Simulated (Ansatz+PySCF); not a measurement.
singlet CuH: levels of theory in one basis

```xyz
2

Cu    0.0000    0.0000   -0.0492
H     0.0000    0.0000    1.4269
```

Basis set: def2-SVP (spherical functions). Correlated methods keep 5 orbitals frozen. Charge 0, multiplicity 1.

Computed with Ansatz (development build ahead of 0.2.0); each method stands on the lowest determinant of its kind that the runs found. NEVPT2 correlates all electrons. Active spaces start from the frontier orbitals, and the lowest solution found is given.

```csv
method,E − E(RHF) (eV),<S²> of the determinant
RHF,0.00,0.00
RHF-MP2,-10.75,–
RHF-CCSD,-9.83,–
RHF-CCSD(T),-10.26,–
"CASSCF(2,2)",-0.48,–
```

(1) What does SC-NEVPT2(2,2) give on the same scale?

(2) Is a single determinant a sound starting point here?

## Answers

(1) -10.92 eV. NEVPT2 here correlates all electrons, so it doesn't share the others' frozen core.

(2) By this sign, yes. Unrestricted orbitals gain 0.00 eV and <S²> is 0.00 against 0.00 for a pure state. The CASSCF(2,2) natural occupations are 1.96, 0.04.
